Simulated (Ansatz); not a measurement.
AlCl2HSe (`[Cl][Al]([Cl])[SeH]`). The species carries charge 0 and has multiplicity 1. All single points use the PBE0-D4/def2-TZVP geometry. It is one conformer, not always the lowest.

```xyz
5

Cl   -2.128    0.302   -0.354
Al   -0.100   -0.119   -0.554
Cl    0.652   -0.711   -2.399
Se    1.341    0.052    1.218
H     0.236    0.477    2.089
```

Q: What is the dipole moment at PBE/def2-TZVPP? (An estimate is asked.)

A: Computed: 1.06 D, with components (0.15, 0.23, 1.02) D in this frame, pointing from negative to positive charge.

Q: And with r2SCAN, B3LYP, ωB97M-V? (Estimate.)

A: The calculation gave: r2SCAN 1.04 D, B3LYP 1.04 D, ωB97M-V 0.97 D.

Q: Give the Mulliken charges with PBE, r2SCAN, ωB97M-V in def2-TZVPP. (Best estimate.)

A: Ansatz gave: 
| atom | PBE | r2SCAN | ωB97M-V |
| --- | --- | --- | --- |
| Cl1 | -0.19 | -0.22 | -0.19 |
| Al2 | 0.45 | 0.53 | 0.46 |
| Cl3 | -0.19 | -0.22 | -0.19 |
| Se4 | -0.14 | -0.17 | -0.17 |
| H5 | 0.07 | 0.08 | 0.09 |

B3LYP here is the variant with VWN-RPA as its local correlation; programs differ in this.
